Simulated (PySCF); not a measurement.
# C₆ coefficients of unlike pairs at MN15

Calculated with PySCF 2.14 from the dipole response of each species, C₆(A,B) = (3/π) ∫ α_A(iu) α_B(iu) du, in atomic units, from isotropic polarisabilities. For ions this is the dispersion term alone; charge-induced terms of lower order in 1/R come first.

| species | configuration | basis | relativity | α (bohr³) | C₆ (like pair) |
| --- | --- | --- | --- | --- | --- |
| Xe²⁺ | [Kr] 4d10 5s2 5p4 (3P) | aug-cc-pVQZ-DK3 (9s8p6d3f2g) | spin-free X2C | 12.38 | 84.60 |
| Cl³⁺ | [Ne] 3s2 3p2 (3P) | aug-cc-pVDZ-DK (5s4p2d) | spin-free X2C | 4.316 | 11.13 |
| I | [Kr] 4d10 5s2 5p5 (2P) | aug-cc-pVQZ-DK3 (9s8p6d3f2g) | spin-free X2C | 33.18 | 351.1 |
| Ag³⁺ | [Kr] 4d8 (3F) | aug-cc-pwCVDZ-PP with ECP28MDF (6s6p5d3f) | core potential | 4.051 | 18.13 |

Estimate C₆ for Ag³⁺ with Cl³⁺.

The integral gives 13.52. The combination rule 2 C_A C_B / (C_A α_B/α_A + C_B α_A/α_B) gives 13.56 and the geometric mean 14.21.

No spin-orbit coupling is included.

The other pairs:

```tsv
pair	C₆
I, Cl³⁺	60.20
Ag³⁺, Xe²⁺	37.11
Cl³⁺, Xe²⁺	30.65
I, Xe²⁺	167.4
Ag³⁺, I	68.40
```
